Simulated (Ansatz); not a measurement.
Computed with PBE-D3(BJ)/def2-SVP (Ansatz, a first-principles code). No frequencies were computed at this level.

Ansatz 0.2 input:
```yaml
crystal:
  periodic: [false, false, false]
  atoms:
    - { symbol: Mo, position_ang: [0.092564, -0.002656, -0.159892] }
    - { symbol: Cl, position_ang: [2.248045, 0.263833, 0.687512] }
    - { symbol: Cl, position_ang: [-0.159225, 0.182075, -2.415166] }
    - { symbol: Cl, position_ang: [-0.290499, -0.396075, 2.191309] }
    - { symbol: Cl, position_ang: [0.391507, -2.188291, -0.485196] }
    - { symbol: Cl, position_ang: [-0.184019, 2.214969, -0.030317] }
    - { symbol: C, position_ang: [-2.117023, -0.180372, -0.039631] }
    - { symbol: H, position_ang: [-2.606731, 0.166536, -0.950623] }
    - { symbol: H, position_ang: [-2.542218, 0.385412, 0.788009] }
    - { symbol: H, position_ang: [-2.415285, -1.217801, 0.119175] }
basis:
  gaussian: { orbitals: def2-svp }
hamiltonian:
  xc: pbe
  dispersion: d3bj
relax:
  max_steps: 150
```

Output:

```
[...]
these checks for a lower state are left out or cut short: starts, cluster_reference, orbital_swaps, neighbouring_geometries, increment
1610 factors; their error is unknown
mean field -65512.89735739 eV, -2407.5545716472 hartree, gradient 7.1e-6 eV, S^2 0.000000; 0 other end points of the search recorded, 0 dependent functions left out
reference -65512.89743251 eV, -2407.5545744078 hartree; 54, 54 occupied and 96, 96 virtual orbitals, 1610 factors
relax step   4: F+E_penalty+E_count = -65513.44014249 eV  Δ(F+E_penalty+E_count) = +1.261e-2 eV  max|allowed force component| = 9.769e-1 eV/Å  Δτ_max = 0.1924 Å  (42 SCF iters, rejected (line search))
these checks for a lower state are left out or cut short: starts, cluster_reference, orbital_swaps, neighbouring_geometries, increment
1610 factors; their error is unknown
mean field -65512.93312325 eV, -2407.5558860183 hartree, gradient 2.1e-5 eV, S^2 0.000000; 0 other end points of the search recorded, 0 dependent functions left out
reference -65512.93319856 eV, -2407.5558887862 hartree; 54, 54 occupied and 96, 96 virtual orbitals, 1610 factors
relax step   5: F+E_penalty+E_count = -65513.47970644 eV  Δ(F+E_penalty+E_count) = -2.695e-2 eV  max|allowed force component| = 1.690e-1 eV/Å  Δτ_max = 0.0941 Å  (42 SCF iters, accepted)
these checks for a lower state are left out or cut short: starts, cluster_reference, orbital_swaps, neighbouring_geometries, increment
1610 factors; their error is unknown
mean field evaluation 64: about -65512.9481 eV, gradient 1.5e-3 eV
mean field -65512.94809611 eV, -2407.5564362608 hartree, gradient 2.2e-5 eV, S^2 0.000000; 0 other end points of the search recorded, 0 dependent functions left out
reference -65512.94817138 eV, -2407.5564390271 hartree; 54, 54 occupied and 96, 96 virtual orbitals, 1610 factors
relax step   6: F+E_penalty+E_count = -65513.49441460 eV  Δ(F+E_penalty+E_count) = -1.471e-2 eV  max|allowed force component| = 1.139e-1 eV/Å  Δτ_max = 0.0996 Å  (41 SCF iters, accepted)
these checks for a lower state are left out or cut short: starts, cluster_reference, orbital_swaps, neighbouring_geometries, increment
1610 factors; their error is unknown
mean field -65512.95152502 eV, -2407.5565622710 hartree, gradient 2.1e-5 eV, S^2 0.000000; 0 other end points of the search recorded, 0 dependent functions left out
reference -65512.95160044 eV, -2407.5565650427 hartree; 54, 54 occupied and 96, 96 virtual orbitals, 1610 factors
relax step   7: F+E_penalty+E_count = -65513.49828366 eV  Δ(F+E_penalty+E_count) = -3.869e-3 eV  max|allowed force component| = 7.246e-2 eV/Å  Δτ_max = 0.0339 Å  (36 SCF iters, accepted)
these checks for a lower state are left out or cut short: starts, cluster_reference, orbital_swaps, neighbouring_geometries, increment
1610 factors; their error is unknown
mean field -65512.95368782 eV, -2407.5566417526 hartree, gradient 2.3e-5 eV, S^2 0.000000; 0 other end points of the search recorded, 0 dependent functions left out
reference -65512.95376325 eV, -2407.5566445243 hartree; 54, 54 occupied and 96, 96 virtual orbitals, 1610 factors
relax step   8: F+E_penalty+E_count = -65513.50024108 eV  Δ(F+E_penalty+E_count) = -1.957e-3 eV  max|allowed force component| = 3.940e-2 eV/Å  Δτ_max = 0.0636 Å  (36 SCF iters, accepted)
these checks for a lower state are left out or cut short: starts, cluster_reference, orbital_swaps, neighbouring_geometries, increment
1610 factors; their error is unknown
mean field -65512.95338053 eV, -2407.5566304599 hartree, gradient 2.3e-5 eV, S^2 0.000000; 0 other end points of the search recorded, 0 dependent functions left out
reference -65512.95345597 eV, -2407.5566332322 hartree; 54, 54 occupied and 96, 96 virtual orbitals, 1610 factors
relax step   9: F+E_penalty+E_count = -65513.50042446 eV  Δ(F+E_penalty+E_count) = -1.834e-4 eV  max|allowed force component| = 4.757e-2 eV/Å  Δτ_max = 0.0200 Å  (36 SCF iters, accepted)
these checks for a lower state are left out or cut short: starts, cluster_reference, orbital_swaps, neighbouring_geometries, increment
1610 factors; their error is unknown
mean field -65512.95542785 eV, -2407.5567056976 hartree, gradient 1.5e-5 eV, S^2 0.000000; 0 other end points of the search recorded, 0 dependent functions left out
reference -65512.95550331 eV, -2407.5567084705 hartree; 54, 54 occupied and 96, 96 virtual orbitals, 1610 factors
relax step  10: F+E_penalty+E_count = -65513.50270355 eV  Δ(F+E_penalty+E_count) = -2.279e-3 eV  max|allowed force component| = 4.277e-2 eV/Å  Δτ_max = 0.0398 Å  (36 SCF iters, accepted)
these checks for a lower state are left out or cut short: starts, cluster_reference, orbital_swaps, neighbouring_geometries, increment
1610 factors; their error is unknown
mean field evaluation 96: about -65513.0413 eV, gradient 1.1e0 eV
mean field -65512.96647117 eV, -2407.5571115320 hartree, gradient 2.1e-5 eV, S^2 0.000000; 0 other end points of the search recorded, 0 dependent functions left out
reference -65512.96654671 eV, -2407.5571143081 hartree; 54, 54 occupied and 96, 96 virtual orbitals, 1610 factors
relax step  11: F+E_penalty+E_count = -65513.51335115 eV  Δ(F+E_penalty+E_count) = -1.065e-2 eV  max|allowed force component| = 3.760e-1 eV/Å  Δτ_max = 0.1951 Å  (41 SCF iters, accepted)
these checks for a lower state are left out or cut short: starts, cluster_reference, orbital_swaps, neighbouring_geometries, increment
1610 factors; their error is unknown
mean field -65512.97613089 eV, -2407.5574665199 hartree, gradient 2.3e-5 eV, S^2 0.000000; 0 other end points of the search recorded, 0 dependent functions left out
reference -65512.97620646 eV, -2407.5574692971 hartree; 54, 54 occupied and 96, 96 virtual orbitals, 1610 factors
relax step  12: F+E_penalty+E_count = -65513.52351539 eV  Δ(F+E_penalty+E_count) = -1.016e-2 eV  max|allowed force component| = 3.653e-1 eV/Å  Δτ_max = 0.0467 Å  (35 SCF iters, accepted)
these checks for a lower state are left out or cut short: starts, cluster_reference, orbital_swaps, neighbouring_geometries, increment
1610 factors; their error is unknown
mean field -65512.98935012 eV, -2407.5579523178 hartree, gradient 1.9e-5 eV, S^2 0.000000; 0 other end points of the search recorded, 0 dependent functions left out
reference -65512.98942586 eV, -2407.5579551011 hartree; 54, 54 occupied and 96, 96 virtual orbitals, 1610 factors
relax step  13: F+E_penalty+E_count = -65513.53699423 eV  Δ(F+E_penalty+E_count) = -1.348e-2 eV  max|allowed force component| = 2.924e-1 eV/Å  Δτ_max = 0.1441 Å  (41 SCF iters, accepted)
these checks for a lower state are left out or cut short: starts, cluster_reference, orbital_swaps, neighbouring_geometries, increment
1610 factors; their error is unknown
mean field -65512.99403193 eV, -2407.5581243713 hartree, gradient 2.1e-5 eV, S^2 0.000000; 0 other end points of the search recorded, 0 dependent functions left out
reference -65512.99410770 eV, -2407.5581271557 hartree; 54, 54 occupied and 96, 96 virtual orbitals, 1610 factors
relax step  14: F+E_penalty+E_count = -65513.54234633 eV  Δ(F+E_penalty+E_count) = -5.352e-3 eV  max|allowed force component| = 1.158e-1 eV/Å  Δτ_max = 0.0267 Å  (36 SCF iters, accepted)
these checks for a lower state are left out or cut short: starts, cluster_reference, orbital_swaps, neighbouring_geometries, increment
1610 factors; their error is unknown
mean field evaluation 128: about -65512.9958 eV, gradient 4.6e-4 eV
mean field -65512.99578184 eV, -2407.5581886793 hartree, gradient 1.4e-5 eV, S^2 0.000000; 0 other end points of the search recorded, 0 dependent functions left out
reference -65512.99585762 eV, -2407.5581914639 hartree; 54, 54 occupied and 96, 96 virtual orbitals, 1610 factors
relax step  15: F+E_penalty+E_count = -65513.54425834 eV  Δ(F+E_penalty+E_count) = -1.912e-3 eV  max|allowed force component| = 7.441e-2 eV/Å  Δτ_max = 0.0351 Å  (35 SCF iters, accepted)
these checks for a lower state are left out or cut short: starts, cluster_reference, orbital_swaps, neighbouring_geometries, increment
1610 factors; their error is unknown
mean field -65512.99760579 eV, -2407.5582557080 hartree, gradient 2.0e-5 eV, S^2 0.000000; 0 other end points of the search recorded, 0 dependent functions left out
reference -65512.99768157 eV, -2407.5582584931 hartree; 54, 54 occupied and 96, 96 virtual orbitals, 1610 factors
relax step  16: F+E_penalty+E_count = -65513.54601302 eV  Δ(F+E_penalty+E_count) = -1.755e-3 eV  max|allowed force component| = 3.275e-2 eV/Å  Δτ_max = 0.0251 Å  (35 SCF iters, accepted)
these checks for a lower state are left out or cut short: starts, cluster_reference, orbital_swaps, neighbouring_geometries, increment
1610 factors; their error is unknown
mean field -65512.99772154 eV, -2407.5582599616 hartree, gradient 1.9e-5 eV, S^2 0.000000; 0 other end points of the search recorded, 0 dependent functions left out
reference -65512.99779736 eV, -2407.5582627483 hartree; 54, 54 occupied and 96, 96 virtual orbitals, 1610 factors
relax step  17: F+E_penalty+E_count = -65513.54597284 eV  Δ(F+E_penalty+E_count) = +4.018e-5 eV  max|allowed force component| = 5.825e-2 eV/Å  Δτ_max = 0.0122 Å  (36 SCF iters, rejected (line search))
these checks for a lower state are left out or cut short: starts, cluster_reference, orbital_swaps, neighbouring_geometries, increment
1610 factors; their error is unknown
mean field -65512.99776684 eV, -2407.5582616265 hartree, gradient 1.9e-5 eV, S^2 0.000000; 0 other end points of the search recorded, 0 dependent functions left out
reference -65512.99784263 eV, -2407.5582644119 hartree; 54, 54 occupied and 96, 96 virtual orbitals, 1610 factors
relax step  18: F+E_penalty+E_count = -65513.54630899 eV  Δ(F+E_penalty+E_count) = -2.960e-4 eV  max|allowed force component| = 1.626e-2 eV/Å  Δτ_max = 0.0061 Å  (37 SCF iters, accepted)
these checks for a lower state are left out or cut short: starts, cluster_reference, orbital_swaps, neighbouring_geometries, increment
1610 factors; their error is unknown
mean field -65512.99796743 eV, -2407.5582689979 hartree, gradient 2.0e-5 eV, S^2 0.000000; 0 other end points of the search recorded, 0 dependent functions left out
reference -65512.99804321 eV, -2407.5582717829 hartree; 54, 54 occupied and 96, 96 virtual orbitals, 1610 factors
relax step  19: F+E_penalty+E_count = -65513.54648301 eV  Δ(F+E_penalty+E_count) = -1.740e-4 eV  max|allowed force component| = 2.146e-2 eV/Å  Δτ_max = 0.0212 Å  (35 SCF iters, accepted)
these checks for a lower state are left out or cut short: starts, cluster_reference, orbital_swaps, neighbouring_geometries, increment
1610 factors; their error is unknown
mean field evaluation 160: about -65513.0854 eV, gradient 4.9e-1 eV
mean field -65512.99784331 eV, -2407.5582644367 hartree, gradient 1.7e-5 eV, S^2 0.000000; 0 other end points of the search recorded, 0 dependent functions left out
reference -65512.99791909 eV, -2407.5582672218 hartree; 54, 54 occupied and 96, 96 virtual orbitals, 1610 factors
relax step  20: F+E_penalty+E_count = -65513.54655681 eV  Δ(F+E_penalty+E_count) = -7.380e-5 eV  max|allowed force component| = 1.552e-2 eV/Å  Δτ_max = 0.0090 Å  (37 SCF iters, accepted)
these checks for a lower state are left out or cut short: starts, cluster_reference, orbital_swaps, neighbouring_geometries, increment
1610 factors; their error is unknown
mean field -65512.99797583 eV, -2407.5582693069 hartree, gradient 1.9e-5 eV, S^2 0.000000; 0 other end points of the search recorded, 0 dependent functions left out
reference -65512.99805160 eV, -2407.5582720913 hartree; 54, 54 occupied and 96, 96 virtual orbitals, 1610 factors
relax step  21: F+E_penalty+E_count = -65513.54643129 eV  Δ(F+E_penalty+E_count) = +1.255e-4 eV  max|allowed force component| = 5.332e-2 eV/Å  Δτ_max = 0.0049 Å  (37 SCF iters, rejected (line search))
these checks for a lower state are left out or cut short: starts, cluster_reference, orbital_swaps, neighbouring_geometries, increment
1610 factors; their error is unknown
mean field -65512.99796640 eV, -2407.5582689604 hartree, gradient 1.8e-5 eV, S^2 0.000000; 0 other end points of the search recorded, 0 dependent functions left out
reference -65512.99804218 eV, -2407.5582717453 hartree; 54, 54 occupied and 96, 96 virtual orbitals, 1610 factors
relax step  22: F+E_penalty+E_count = -65513.54658817 eV  Δ(F+E_penalty+E_count) = -3.136e-5 eV  max|allowed force component| = 2.742e-3 eV/Å  Δτ_max = 0.0023 Å  (28 SCF iters, accepted)
1610 factors; their error is unknown
mean field evaluation 192: about -65508.5922 eV, gradient 4.0e1 eV
mean field -65512.99796640 eV, -2407.5582689604 hartree, gradient 1.8e-5 eV, S^2 0.000000; 4 other end points of the search recorded, 0 dependent functions left out
reference -65512.99804218 eV, -2407.5582717453 hartree; 54, 54 occupied and 96, 96 virtual orbitals, 1610 factors
Total energy: -65513.54666395 eV, -2407.5784332232 hartree
Atom 0 at     0.028384    -0.204062    -0.007572 Å, force     0.000119     0.000412     0.000241 eV/Å
Atom 1 at     2.176150     0.580675     0.183726 Å, force     0.001536    -0.000013    -0.000462 eV/Å
Atom 2 at    -0.191838    -0.141048    -2.290506 Å, force    -0.000356     0.001271     0.000262 eV/Å
Atom 3 at    -0.401172    -0.651892     2.201349 Å, force    -0.000275     0.000560     0.000226 eV/Å
Atom 4 at     0.625924    -2.427663    -0.233119 Å, force     0.000936    -0.000978     0.000481 eV/Å
Atom 5 at    -0.359170     2.158014     0.241736 Å, force    -0.000519    -0.001836    -0.000257 eV/Å
Atom 6 at    -2.121561     0.025275    -0.081017 Å, force    -0.001152    -0.001923    -0.000377 eV/Å
Atom 7 at    -2.487066     0.585198    -0.956010 Å, force    -0.000026    -0.000116    -0.000014 eV/Å
Atom 8 at    -2.571248     0.379563     0.859712 Å, force     0.000030    -0.000120    -0.000126 eV/Å
Atom 9 at    -2.281287    -1.076430    -0.213119 Å, force    -0.000291     0.002742     0.000027 eV/Å
Dipole moment:    -0.308515    -0.204209    -0.037408 e Å
```

Cost: roughly 2.9 core-minutes.
